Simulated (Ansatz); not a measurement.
`CC(C)[NH][In]([Cl])[Cl]` + `[NH2][Zr]([F])([F])[F]` → `CC(C)[NH][Zr]([F])([F])[F]` + `[NH2][In]([Cl])[Cl]`  (substitution at a C–N bond)

Calculated with Ansatz (gas phase, PBE0-D4/def2-TZVP geometries, no zero-point term in ΔE). CCSD(T)/CBS adds triple-zeta CCSD(T) − MP2 to the extrapolated MP2 energy (def2 sets, frozen cores). Functionals use def2-TZVPP. Elements past krypton have def2 core potentials. For In, Zr outer-core shells are correlated without core-valence functions, which leaves a few kJ/mol of doubt a bond. One conformer a species, not always the lowest.

```json
{"level": "PBE-QIDH", "ΔE (eV)": "-0.10"}
{"level": "HF/def2-QZVPP", "ΔE (eV)": "-0.09"}
```

Question: What does CCSD(T)/CBS give? (Best estimate.)

Answer: The calculation gave: -0.07 eV. The listed levels differ from it by -0.03, -0.02 eV.

Largest T1 diagnostic among the species: 0.017.

Leaving LDA and LC-ωPBE aside and taking each functional with its dispersion term where it has one, the values, not all of them listed here, spread over 0.06 eV, from PBE-QIDH to BLYP-D4. From BLYP to BHLYP (50 % exact exchange), in def2-TZVPP and without D4, ΔE moves by −0.03 eV.
